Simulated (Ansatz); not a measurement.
Reaction (cleavage of the Si–Al bond): `[NH2][AlH][SiH2]S` + HCl → `S[SiH2]Cl` + `[NH2][AlH2]`

Calculated with Ansatz (gas phase, PBE0-D4/def2-TZVP geometries, no zero-point term in ΔE). CCSD(T)/CBS is the MP2 limit (def2-TZVPP, def2-QZVPP) plus CCSD(T) − MP2 in def2-TZVPP, frozen cores. This one scheme is used for every species. Functionals use def2-TZVPP. B3LYP here is the variant with VWN-RPA as its local correlation; programs differ in this. One conformer a species, not always the lowest.

Task: Is it downhill or uphill in electronic energy at CCSD(T)/CBS, and by how much? (Best estimate.)

Result: Ansatz gave: Downhill: ΔE = -0.96 eV.

Task: What do these levels give: B97M-V, PBE0-D4, r2SCANh-D4, ωB97X-V, revPBE, B3LYP, HF/def2-SVP, MP2/def2-SVP, CCSD/def2-SVP, CCSD(T)/def2-SVP, CCSD/def2-TZVPP, HF/CBS(def2)? (Best estimate.)

Result: The calculation gave: B97M-V -1.08, PBE0-D4 -0.86, r2SCANh-D4 -0.96, ωB97X-V -0.98, revPBE -0.82, B3LYP -0.98, HF/def2-SVP -1.08, MP2/def2-SVP -0.99, CCSD/def2-SVP -0.91, CCSD(T)/def2-SVP -0.89, CCSD/def2-TZVPP -0.94, HF/CBS(def2) -1.15 eV.

Largest T1 diagnostic among the species: 0.013.

From BLYP to BHLYP (50 % exact exchange), in def2-TZVPP and without D4, ΔE moves by −0.11 eV. Leaving LDA and LC-ωPBE aside and taking each functional with its dispersion term where it has one, the values, not all of them listed here, spread over 0.27 eV, from B97M-V to PBE-D4.
